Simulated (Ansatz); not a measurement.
Reaction (isomerisation): `[NH]=[Ta]([NH2])([OH])[OH]` → `[NH2][Ta]([NH2])(=[O])[OH]`

Calculated with Ansatz (gas phase, PBE0-D4/def2-TZVP geometries, no zero-point term in ΔE). CCSD(T)/CBS adds triple-zeta CCSD(T) − MP2 to the extrapolated MP2 energy (def2 sets, frozen cores). Functionals use def2-TZVPP. Elements past krypton have def2 core potentials. For Ta outer-core shells are correlated without core-valence functions, which leaves a few kJ/mol of doubt a bond. Each species was taken in one conformer, which may not be the lowest.

```csv
species,PBE-QIDH energy (Eh)
`[NH]=[Ta]([NH2])([OH])[OH]`,-319.87590
`[NH2][Ta]([NH2])(=[O])[OH]`,-319.89717
```

Question: Work out ΔE.

Answer: ΔE = (-319.89717) − (-319.87590) = -0.02127 Eh = -55.8 kJ/mol. CCSD(T)/CBS gives -50.1 kJ/mol.

Largest T1 diagnostic among the species: 0.020.

At CCSD(T), def2-SVP lies −4.8 kJ/mol from the extrapolated value and def2-TZVPP −3.5 kJ/mol. From PBE to PBE0 (25 % exact exchange), in def2-TZVPP and without D4, ΔE moves by +5.6 kJ/mol.
